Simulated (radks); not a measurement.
Values are calculated unless marked as measured or tabulated.
Effect of the nuclear size on the ytterbium ion Yb+, [Xe] 4f14 6s1. Level of theory: Dirac Kohn-Sham, PBE, spin-unpolarised, spherical densities, finite nucleus; Fermi nuclear charge, rms radius 5.3108 fm (a radial shooting solver on a logarithmic mesh with Libxc functionals). The rms radius is varied about that value; shifts are against it.

\begin{tabular}{lrrrrrrrrr}
rms radius (fm) & total energy shift (eV) & density at nucleus (e/bohr^3) & 1s1/2 shift (meV) & 2s1/2 shift (meV) & 5s1/2 shift (meV) & 5p1/2 shift (meV) & 6s1/2 shift (meV) & 4f7/2 shift (meV) & 6p1/2 (empty) shift (meV) \\ \hline
4.392 & -12.7 & 1.088e+06 & -5170 & -703 & -5.56 & 0.280 & -0.433 & 0.694 & 0.114 \\
5.1143 & -2.85 & 1.039e+06 & -1160 & -158 & -1.25 & 0.063 & -0.097 & 0.156 & 0.026 \\
5.3108 & 0 & 1.027e+06 & 0.000 & 0.000 & 0.000 & 0.000 & 0.000 & 0.000 & 0.000 \\
5.7144 & 6.08 & 1.004e+06 & 2480 & 337 & 2.67 & -0.134 & 0.208 & -0.333 & -0.055 \\
5.9269 & 9.40 & 9.925e+05 & 3840 & 522 & 4.13 & -0.208 & 0.322 & -0.516 & -0.085 \\
\end{tabular}

Slopes of the eigenvalues against <r^2> in GHz/fm^2, as finite differences over the two radii next to the reference (eigenvalue slopes, not the field-shift constants of lines): 1s1/2 136000, 2s1/2 18400, 5s1/2 146, 5p1/2 -7.34, 6s1/2 11.4, 4f7/2 -18.2, 6p1/2 (empty) -2.99.
